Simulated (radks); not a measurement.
Isoelectronic series with 9 electrons, each ion in its NIST ground configuration. All-electron calculation, non-relativistic Kohn-Sham, LDA (Slater exchange, Perdew-Wang correlation), spin-unpolarised, spherical densities, point nucleus. Program: a radial shooting solver on a logarithmic mesh with Libxc functionals. Total energies (hartree) and mean radii <r> (bohr):

ion    configuration  E (hartree)      2p      2s       1s
F       [He] 2s2 2p5    -99.09669   1.104   1.011   0.1775
Ne+     [He] 2s2 2p5   -127.39673  0.8835  0.8701   0.1589
Mg3+    [He] 2s2 2p5   -195.29941  0.6421  0.6758   0.1314
Al4+    [He] 2s2 2p5   -234.88910  0.5666  0.6075   0.1209
Si5+    [He] 2s2 2p5   -278.23385  0.5074  0.5516   0.1119
P6+     [He] 2s2 2p5   -325.33216  0.4597  0.5051   0.1042
S7+     [He] 2s2 2p5   -376.18305  0.4203  0.4658  0.09747
Cl8+    [He] 2s2 2p5   -430.78585  0.3873  0.4322  0.09155
Ar9+    [He] 2s2 2p5   -489.14008  0.3591  0.4031  0.08631
K10+    [He] 2s2 2p5   -551.24541  0.3348  0.3777  0.08163
Ca11+   [He] 2s2 2p5   -617.10158  0.3136  0.3553  0.07743
Sc12+   [He] 2s2 2p5   -686.70840  0.2949  0.3354  0.07364
Ti13+   [He] 2s2 2p5   -760.06572  0.2784  0.3177  0.07021
V14+    [He] 2s2 2p5   -837.17344  0.2636  0.3017  0.06708
Cr15+   [He] 2s2 2p5   -918.03147  0.2503  0.2872  0.06421
Mn16+   [He] 2s2 2p5  -1002.63973  0.2383  0.2741  0.06158
